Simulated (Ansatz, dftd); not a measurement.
Reaction: C2H3ClSi (chloro(ethynyl)silane, SMILES Cl[SiH2]C#C) → C2H3Si (SMILES C#C[SiH2], doublet) + Cl (doublet) (the Cl-Si bond breaks)
Each species at its own B3LYP-D3(BJ)/def2-TZVP minimum (Ansatz, an electronic-structure program).

Quantity: bond dissociation energy (electronic), in kJ/mol. Open shells are spin-unrestricted; no spin-orbit coupling. Correlated methods leave the cores frozen. Rows without X2C or -DK are non-relativistic. CBS(X,Y): correlation extrapolated as X^-3, Hartree-Fock from the larger set. A bracket is a step between two methods taken in the basis named. The functionals are non-relativistic, so their misses hold any scalar relativity. Double hybrids freeze cores in their MP2 part. 'core' is core correlation in cc-pwCVTZ (1s frozen past Ne), 'X2C' scalar relativity in cc-pVTZ-DK, both at CCSD(T). The UHF reference of C2H3Si (C#C[SiH2], doublet) is spin-contaminated (<S^2> up to 0.10 over the pure value in the sets run).

Compared with CCSD(T)/CBS(cc-pV(T+d)Z,cc-pV(Q+d)Z) + [CCSDT(Q) - CCSD(T)]/cc-pV(D+d)Z + core + X2C (Ansatz): 469.7 kJ/mol.

Costs are rough ratios of core time, to one figure, on one kind of shared machine, summed over the single points of the molecules; atoms, geometries and frequencies are left out. The first row took roughly 10 core seconds; short runs hold start-up time.

| level | program | cost relative to the first row |
|---|---|---|
| PBE-D3(BJ)/def2-TZVPD | Ansatz + dftd3 | 1 |
| r2SCAN-D3(BJ)/def2-TZVPD | Ansatz + dftd3 | 1 |
| r2SCANh/def2-TZVPD | Ansatz | 2 |
| B2GP-PLYP/def2-TZVPD | Ansatz | 2 |
| wB97X-V/def2-TZVPD | Ansatz | 3 |
| CCSD(T)/cc-pV(T+d)Z | Ansatz | 7 |
| CCSDT(Q)/cc-pV(D+d)Z | Ansatz | 70 |

Q: Which is the cheapest listed level within 2 kcal/mol (8.4 kJ/mol) of that value?

A: wB97X-V/def2-TZVPD.
```json
[
 {"level": "PBE-D3(BJ)/def2-TZVPD", "difference (kJ/mol)": "-17.6"},
 {"level": "r2SCAN-D3(BJ)/def2-TZVPD", "difference (kJ/mol)": "-20.1"},
 {"level": "r2SCANh/def2-TZVPD", "difference (kJ/mol)": "-23.3"},
 {"level": "B2GP-PLYP/def2-TZVPD", "difference (kJ/mol)": "-15.8"},
 {"level": "wB97X-V/def2-TZVPD", "difference (kJ/mol)": "-3.6"},
 {"level": "CCSD(T)/cc-pV(T+d)Z", "difference (kJ/mol)": "-20.8"},
 {"level": "CCSDT(Q)/cc-pV(D+d)Z", "difference (kJ/mol)": "-52.1"}
]
```
